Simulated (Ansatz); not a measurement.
The lowest singlet and triplet of CClF (SMILES F[C]Cl); geometries from B3LYP-D3(BJ)/def2-TZVP, each state relaxed from the structure named, with no frequency check.
Singlet (charge 0, multiplicity 1):
| atom | x (Å) | y (Å) | z (Å) |
|---|---|---|---|
| F | -1.4791 | -0.2281 | 0.0000 |
| C | -0.5683 | 0.6961 | 0.0000 |
| Cl | 0.9836 | -0.1249 | 0.0000 |
Triplet (charge 0, multiplicity 3):
| atom | x (Å) | y (Å) | z (Å) |
|---|---|---|---|
| F | -1.6112 | -0.2063 | 0.0000 |
| C | -0.5268 | 0.5398 | 0.0000 |
| Cl | 1.0389 | -0.0813 | 0.0000 |

```json
[
 {"level": "R-HF/cc-pV(D+d)Z", "gap E(singlet) − E(triplet), adiabatic (kcal/mol)": "-11.45", "cost": "-"},
 {"level": "U-HF/cc-pV(D+d)Z (spin-contaminated)", "gap E(singlet) − E(triplet), adiabatic (kcal/mol)": "-13.38", "cost": "-"},
 {"level": "U-HF/cc-pV(T+d)Z (spin-contaminated)", "gap E(singlet) − E(triplet), adiabatic (kcal/mol)": "-13.29", "cost": "-"},
 {"level": "R-HF/cc-pV(Q+d)Z", "gap E(singlet) − E(triplet), adiabatic (kcal/mol)": "-10.97", "cost": "-"},
 {"level": "U-HF/cc-pV(Q+d)Z (spin-contaminated)", "gap E(singlet) − E(triplet), adiabatic (kcal/mol)": "-13.14", "cost": "-"},
 {"level": "R-SVWN5/def2-TZVPP", "gap E(singlet) − E(triplet), adiabatic (kcal/mol)": "-34.90", "cost": "×0.5"},
 {"level": "R-PBE/def2-TZVPP", "gap E(singlet) − E(triplet), adiabatic (kcal/mol)": "-32.65", "cost": "×1"},
 {"level": "R-r2SCAN/def2-TZVPP", "gap E(singlet) − E(triplet), adiabatic (kcal/mol)": "-26.17", "cost": "×2"},
 {"level": "U-r2SCAN/def2-TZVPP", "gap E(singlet) − E(triplet), adiabatic (kcal/mol)": "-26.17", "cost": "×3"},
 {"level": "R-B3LYP/def2-TZVPP", "gap E(singlet) − E(triplet), adiabatic (kcal/mol)": "-32.44", "cost": "×1"},
 {"level": "U-B3LYP/def2-TZVPP", "gap E(singlet) − E(triplet), adiabatic (kcal/mol)": "-32.44", "cost": "×2"},
 {"level": "R-PBE0/def2-TZVPP", "gap E(singlet) − E(triplet), adiabatic (kcal/mol)": "-28.44", "cost": "×1"},
 {"level": "U-PBE0/def2-TZVPP", "gap E(singlet) − E(triplet), adiabatic (kcal/mol)": "-28.44", "cost": "×3"},
 {"level": "R-BHLYP/def2-TZVPP", "gap E(singlet) − E(triplet), adiabatic (kcal/mol)": "-28.29", "cost": "×1"},
 {"level": "R-wB97X-V/def2-TZVPP", "gap E(singlet) − E(triplet), adiabatic (kcal/mol)": "-34.06", "cost": "×3"},
 {"level": "U-wB97X-V/def2-TZVPP", "gap E(singlet) − E(triplet), adiabatic (kcal/mol)": "-34.06", "cost": "×5"},
 {"level": "R-wB97M-V/def2-TZVPP", "gap E(singlet) − E(triplet), adiabatic (kcal/mol)": "-37.97", "cost": "×3"},
 {"level": "R-B2PLYP/def2-TZVPP", "gap E(singlet) − E(triplet), adiabatic (kcal/mol)": "-33.05", "cost": "×2"},
 {"level": "U-B2PLYP/def2-TZVPP", "gap E(singlet) − E(triplet), adiabatic (kcal/mol)": "-32.91", "cost": "×6"},
 {"level": "U-MP2/cc-pV(T+d)Z (spin-contaminated)", "gap E(singlet) − E(triplet), adiabatic (kcal/mol)": "-27.01", "cost": "-"},
 {"level": "U-MP2/cc-pV(Q+d)Z (spin-contaminated)", "gap E(singlet) − E(triplet), adiabatic (kcal/mol)": "-27.48", "cost": "-"},
 {"level": "R-SCS-MP2/cc-pV(D+d)Z", "gap E(singlet) − E(triplet), adiabatic (kcal/mol)": "-33.74", "cost": "-"},
 {"level": "U-SCS-MP2/cc-pV(D+d)Z (spin-contaminated)", "gap E(singlet) − E(triplet), adiabatic (kcal/mol)": "-28.04", "cost": "-"},
 {"level": "U-SCS-MP2/cc-pV(T+d)Z (spin-contaminated)", "gap E(singlet) − E(triplet), adiabatic (kcal/mol)": "-29.85", "cost": "-"},
 {"level": "R-CCSD/cc-pV(T+d)Z", "gap E(singlet) − E(triplet), adiabatic (kcal/mol)": "-32.42", "cost": "-"},
 {"level": "U-CCSD/cc-pV(T+d)Z (spin-contaminated)", "gap E(singlet) − E(triplet), adiabatic (kcal/mol)": "-31.92", "cost": "-"},
 {"level": "R-CCSD(T)/cc-pV(D+d)Z", "gap E(singlet) − E(triplet), adiabatic (kcal/mol)": "-34.21", "cost": "×2"},
 {"level": "R-CCSD(T)/cc-pV(Q+d)Z", "gap E(singlet) − E(triplet), adiabatic (kcal/mol)": "-35.44", "cost": "×40"},
 {"level": "U-CCSD(T)/cc-pV(Q+d)Z (spin-contaminated)", "gap E(singlet) − E(triplet), adiabatic (kcal/mol)": "-35.02", "cost": "×90"},
 {"level": "R-CCSDT/cc-pV(D+d)Z", "gap E(singlet) − E(triplet), adiabatic (kcal/mol)": "-34.25", "cost": "-"},
 {"level": "R-CCSDT(Q)/cc-pV(D+d)Z", "gap E(singlet) − E(triplet), adiabatic (kcal/mol)": "-34.46", "cost": "×60"},
 {"level": "SA-CASSCF(2,2)/cc-pV(D+d)Z", "gap E(singlet) − E(triplet), adiabatic (kcal/mol)": "-23.92", "cost": "-"},
 {"level": "SA-CASSCF(2,2)/cc-pV(Q+d)Z", "gap E(singlet) − E(triplet), adiabatic (kcal/mol)": "-24.57", "cost": "-"},
 {"level": "SC-NEVPT2 on SA-CASSCF(2,2)/cc-pV(D+d)Z", "gap E(singlet) − E(triplet), adiabatic (kcal/mol)": "-30.07", "cost": "-"},
 {"level": "SC-NEVPT2 on SA-CASSCF(2,2)/cc-pV(T+d)Z", "gap E(singlet) − E(triplet), adiabatic (kcal/mol)": "-31.57", "cost": "-"},
 {"level": "SC-NEVPT2 on SA-CASSCF(2,2)/cc-pV(Q+d)Z", "gap E(singlet) − E(triplet), adiabatic (kcal/mol)": "-32.09", "cost": "-"},
 {"level": "FIC-NEVPT4(SD) on SA-CASSCF(2,2)/cc-pV(Q+d)Z", "gap E(singlet) − E(triplet), adiabatic (kcal/mol)": "-34.35", "cost": "-"},
 {"level": "FIC-MRCISD+Q on SA-CASSCF(2,2)/cc-pV(D+d)Z", "gap E(singlet) − E(triplet), adiabatic (kcal/mol)": "-33.00", "cost": "-"},
 {"level": "FIC-MRCISD+Q on SA-CASSCF(2,2)/cc-pV(T+d)Z", "gap E(singlet) − E(triplet), adiabatic (kcal/mol)": "-33.51", "cost": "-"},
 {"level": "FIC-MRCISD+Q on SA-CASSCF(2,2)/cc-pV(Q+d)Z", "gap E(singlet) − E(triplet), adiabatic (kcal/mol)": "-33.72", "cost": "-"}
]
```

The rows run from -37.97 (R-wB97M-V/def2-TZVPP) to -10.97 kcal/mol (R-HF/cc-pV(Q+d)Z). In cc-pV(Q+d)Z (spin-contaminated) the value moves U-HF -13.14, U-MP2 -27.48, U-CCSD(T) -35.02, a shift of -21.88 from U-HF to U-CCSD(T). From cc-pV(T+d)Z (spin-contaminated) to cc-pV(Q+d)Z (spin-contaminated) U-MP2 changes by -0.47. The 5 U-functionals in def2-TZVPP without D3 or D4 span 7.89, from U-wB97X-V to U-r2SCAN.

A positive gap puts the triplet lower; no zero-point energy. R- takes a restricted singlet. U- takes an unrestricted singlet (broken symmetry where lower, unprojected). The triplet is unrestricted in single-reference levels. Active spaces average the two states.

Frozen-core correlation.

Doubts at one or more of the structures used: a restricted determinant that unrestricted orbitals would lower (R-HF/cc-pV(D+d)Z, R-HF/cc-pV(Q+d)Z, R-B2PLYP/def2-TZVPP, R-SCS-MP2/cc-pV(D+d)Z, R-CCSD/cc-pV(T+d)Z, R-CCSD(T)/cc-pV(D+d)Z, R-CCSD(T)/cc-pV(Q+d)Z, R-CCSDT/cc-pV(D+d)Z, R-CCSDT(Q)/cc-pV(D+d)Z); T1 above 0.05 (U-CCSD/cc-pV(T+d)Z (spin-contaminated), U-CCSD(T)/cc-pV(Q+d)Z (spin-contaminated)).

Programs: Ansatz (Gaussian basis) for Hartree–Fock, density functionals and correlated methods. Each number belongs to the level named beside it.

Costs are rough ratios of core time to R-PBE/def2-TZVPP (about 2.5 s over the structures, on one shared machine); a dash marks a level with no comparable run of its own.

Ansatz is a quantum-chemistry and plane-wave program.
